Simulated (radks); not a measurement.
Task: Species: Te+. Configuration: [Kr] 4d10 5s2 5p3. Method: non-relativistic Kohn-Sham, PBE, spin-polarised, spherical densities, point nucleus; open shells are filled with parallel spins first (spin-orbit coupling, left out, can overturn this in heavy ions); relativity is left out, which matters for an element this heavy; computed with a radial shooting solver on a logarithmic mesh with Libxc functionals. Some entries of the table are withheld. Estimate them.

orbital,occ.,eigenvalue (hartree),<r^2> (bohr^2)
1s up,1,-1117.365,0.001143
1s down,1,-1117.362,0.001143
2s up,1,-167.4878,0.01865
2s down,1,-167.4866,0.01865
2p up,3,-157.1853,0.01401
2p down,3,-157.1828,0.01401
3s up,1,-33.50449,0.1286
3s down,1,-33.50178,0.1286
3p up,3,-29.19992,0.1233
3p down,3,-29.19677,0.1233
3d up,5,-21.20542,0.1043
3d down,5,-21.20247,0.1043
4s up,1,-5.91547,0.7135
4s down,1,-5.90868,0.7129
4p up,3,-4.43418,0.7931
4p down,3,-4.42686,0.7913
4d up,5,-1.93386,(1)
4d down,5,-1.92171,(2)
5s up,1,-0.84471,(3)
5s down,1,-0.76318,(4)
5p up,3,-0.53425,6.992
5p down,0,-0.45048,7.270

Result: 
(1) 4d up <r^2> (bohr^2): 1.096
(2) 4d down <r^2> (bohr^2): 1.080
(3) 5s up <r^2> (bohr^2): 5.032
(4) 5s down <r^2> (bohr^2): 5.011
